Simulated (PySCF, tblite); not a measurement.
Isomers of C3H10NSi2 (doublet state), one GFN2-xTB conformer each. Single-point energies are computed at B3LYP/pcH-1 (PySCF, gas phase, no added dispersion term), electronic only. GFN2-xTB treats the open shell by occupation alone, and not every SCF solution was tested for stability.

```csv
SMILES,GFN2-xTB relative energy (kcal/mol)
C[Si@@H]1[CH]C[SiH2]N1,7.8
C[Si]1CC[SiH2]N1,0.0
```

Conformers: `[CH3:1][Si@@H:2]1[CH:3][CH2:4][SiH2:5][NH:6]1` (doublet state) with C1–Si2–C3–C4 -141°, Si2–C3–C4–Si5 33°, C3–C4–Si5–N6 -27°, C4–Si5–N6–Si2 13°; `[CH3:1][Si:2]1[CH2:3][CH2:4][SiH2:5][NH:6]1` (doublet state) with C1–Si2–C3–C4 144°, Si2–C3–C4–Si5 -36°, C3–C4–Si5–N6 28°, C4–Si5–N6–Si2 -8°.

Problem. What does B3LYP/pcH-1 give for the same structures?

Solution. 
```csv
SMILES,B3LYP/pcH-1 E (Eh),B3LYP/pcH-1 (kcal/mol),GFN2-xTB (kcal/mol),point group
C[Si]1CC[SiH2]N1,-754.14266,0.0,0.0,C1
C[Si@@H]1[CH]C[SiH2]N1,-754.13087,7.4,7.8,C1
```

Both levels put the same isomer lowest. 

Problem. What happens when harmonic zero-point energies from GFN2-xTB frequencies are added?

Solution. 
```
                SMILES  ZPE (kcal/mol)  electronic (kcal/mol)  with ZPE (kcal/mol)
      C[Si]1CC[SiH2]N1            77.8                    0.0                  0.0
C[Si@@H]1[CH]C[SiH2]N1            74.3                    7.4                  3.9
```

The zero-point energies span 3.5 kcal/mol. The order is unchanged.
